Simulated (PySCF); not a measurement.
Compound: C6H10O2.
Structure used (GFN2-xTB), in Å, numbered top down from 1:
```
atom  x, y, z in Å
C1    -2.462    0.687   -0.297
C2    -1.695   -0.591    0.045
C3    -0.229   -0.429   -0.222
C4     0.419   -1.003   -1.234
O5     1.749   -0.793   -1.528
C6     2.270    0.321   -0.846
C7     1.809    0.303    0.615
O8     0.408    0.396    0.687
H9    -2.076    1.518    0.287
H10   -2.352    0.923   -1.353
H11   -3.519    0.564   -0.076
H12   -1.834   -0.817    1.104
H13   -2.074   -1.425   -0.546
H14   -0.052   -1.680   -1.925
H15    1.917    1.249   -1.318
H16    3.357    0.261   -0.918
H17    2.146   -0.633    1.080
H18    2.211    1.154    1.168
```

Theory: TDDFT wB97X-D/def2-SVPD, vertical, gas phase, core orbitals frozen in the response (PySCF).

Frontier orbitals with the atoms that hold most of them (Löwdin shares over 4%, at most four atoms; ? is withheld):

```json
{"orbital": "LUMO+2", "ε (eV)": "3.05", "atoms": "O5 16%, O8 15%, C4 11%, H18 10%"}
{"orbital": "LUMO+1", "ε (eV)": "2.59", "atoms": "C2 11%, C1 11%, C4 10%, H13 8%"}
{"orbital": "LUMO", "ε (eV)": "2.32", "atoms": "?"}
{"orbital": "HOMO", "ε (eV)": "?", "atoms": "C4 25%, C3 24%, O5 21%, O8 17%"}
{"orbital": "HOMO-1", "ε (eV)": "-10.28", "atoms": "?"}
{"orbital": "HOMO-2", "ε (eV)": "-11.10", "atoms": "O8 22%, O5 18%, C7 11%, C6 7%"}
{"orbital": "HOMO-3", "ε (eV)": "-11.59", "atoms": "O5 14%, C2 13%, C1 13%, C6 9%"}
```

**Question.** Give the leading atoms of the HOMO-1.

**Answer.** O8 (bonded to 2 C) 27%; O5 (bonded to 2 C) 22%; C7 (bonded to C, O and 2 H) 14%; C6 (bonded to C, O and 2 H) 14%. By element: oxygen 49%, carbon 27% or more.

**Question.** Which atoms hold the LUMO, and with what shares?

**Answer.** C6 (bonded to C, O and 2 H) 14%; C7 (bonded to C, O and 2 H) 12%; C4 (bonded to C, O and H) 10%; H16 (bonded to C) 8%. By element: carbon 36% or more, hydrogen 8% or more.

**Question.** What is the HOMO energy, and the HOMO–LUMO gap?

**Answer.** ε(HOMO) = -7.77 eV; the gap is 10.08 eV (0.3706 hartree).

**Question.** How does S1 compare with the orbital gap of 10.08 eV?

**Answer.** S1 is at 5.98 eV (f = 0.019), 4.10 eV below the gap, made of HOMO→LUMO (77%). 

**Question.** One configuration dominates each of S1 and S2. Which, and how do the shares of the two leading atoms of either orbital change from the occupied to the empty one?

**Answer.** 
- S1 (5.98 eV, f 0.019), HOMO→LUMO (77%): C4 25% → 10%, C3 24% → at most 8%, C6 at most 14% → 14%, C7 at most 14% → 12%
- S2 (6.42 eV, f 0.139), HOMO→LUMO+1 (72%): C4 25% → 10%, C3 24% → at most 9%, C2 at most 14% → 11%, C1 at most 14% → 11%

Löwdin shares depend on the basis, the more so with diffuse functions.

On an Arm Neoverse N1 with one thread (shared host), this took 1.7 min wall.

One conformer stands for the species.
